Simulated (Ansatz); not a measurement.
```yaml
crystal:
  periodic: [false, false, false]
  atoms:
    - {symbol: F, position_ang: [-2.349840, 0.458364, -0.439344]}
    - {symbol: C, position_ang: [-1.186418, -0.194813, -0.551674]}
    - {symbol: F, position_ang: [-1.374926, -1.433624, -0.072096]}
    - {symbol: F, position_ang: [-0.918898, -0.306259, -1.851648]}
    - {symbol: C, position_ang: [-0.115519, 0.539229, 0.224970]}
    - {symbol: C, position_ang: [1.172264, -0.234171, 0.413652]}
    - {symbol: Cl, position_ang: [2.166923, 0.594312, 1.628231]}
    - {symbol: Cl, position_ang: [2.074577, -0.423471, -1.094544]}
    - {symbol: H, position_ang: [-0.536137, 0.741605, 1.211782]}
    - {symbol: H, position_ang: [0.080127, 1.493627, -0.265144]}
    - {symbol: H, position_ang: [0.987834, -1.234808, 0.795805]}
basis:
  gaussian: {orbitals: STO-3G}
hamiltonian: {xc: {name: CCSD(T)}}
accuracy: high
output: {forces: true}
```

```sh
$ ansatz run in.yaml --threads 2 --pin off --events-out ev --progress --plain --max-ram 32768MiB --backend cpu
```

(1) How does Ansatz answer? (An estimate is asked.)

## Answers

(1) Ansatz gave: The program refused the input.
```
Error: YAML parse error: error: line 17 column 19: hamiltonian.xc: no functional is named "CCSD(T)"; the names, which are not case-sensitive, are SVWN5, SPW92, PBE, PBE0, PBEsol, revPBE, revPBE0, RPBE, rPW86-PBE, HSE06, wPBEh, LC-wPBE, HISS, HF, BLYP, B3LYP, B3LYP5, BHLYP, CAM-B3LYP, r2SCAN, r2SCANh, r2SCAN0, r2SCAN50, m-r2SCAN, B97, wB97, wB97X, wB97X-V, B97M-V, wB97M-V, B2PLYP, B2GP-PLYP, PBE0-DH, PBE-QIDH
15 | basis:
16 |   gaussian: {orbitals: STO-3G}
17 | hamiltonian: {xc: {name: CCSD(T)}}
18 | accuracy: high
19 | output: {forces: true}
```

HSE06 is defined as in plane-wave codes.
